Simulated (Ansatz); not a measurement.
`FCNC[SiH3]`, relaxed with RKS PBE-D4/def2-SVP in Ansatz 0.2.0 from a rough embedded geometry. The force threshold is 0.03 eV/Å; the program also tests the step.

Charge 0, multiplicity 1.

Start:

```xyz
13

F     1.114    0.601    2.144
C    -0.058    0.048    2.014
N    -0.471    0.334    0.658
C     0.282   -0.400   -0.312
Si   -0.232   -0.058   -2.089
H    -0.009   -1.038    2.240
H    -0.755    0.505    2.747
H    -0.430    1.310    0.546
H     0.308   -1.424   -0.096
H     1.376   -0.011   -0.208
H     0.685   -0.691   -3.024
H    -0.259    1.412   -2.340
H    -1.550   -0.588   -2.280
```

```tsv
step	energy (eV)	largest force (eV/Å)	largest move (Å)
1	-14269.0842	4.385	0.000
2	-14269.6927	1.610	0.137
3	-14269.7854	0.744	0.093
4	-14269.7894	0.285	0.200
5	-14269.8026	0.139	0.096
6	-14269.8040	0.027	0.014
```

End:

```xyz
13

F     1.210    0.481    2.407
C    -0.091    0.071    2.031
N    -0.408    0.329    0.679
C     0.413   -0.341   -0.329
Si   -0.259   -0.060   -2.088
H    -0.146   -1.023    2.227
H    -0.807    0.609    2.690
H    -0.484    1.337    0.500
H     0.384   -1.437   -0.138
H     1.494   -0.058   -0.289
H     0.679   -0.666   -3.098
H    -0.361    1.422   -2.348
H    -1.626   -0.665   -2.245
```

Hardware: 4 threads of a server CPU on a shared host. Wall time 19 s, peak host memory 0.17 GiB.
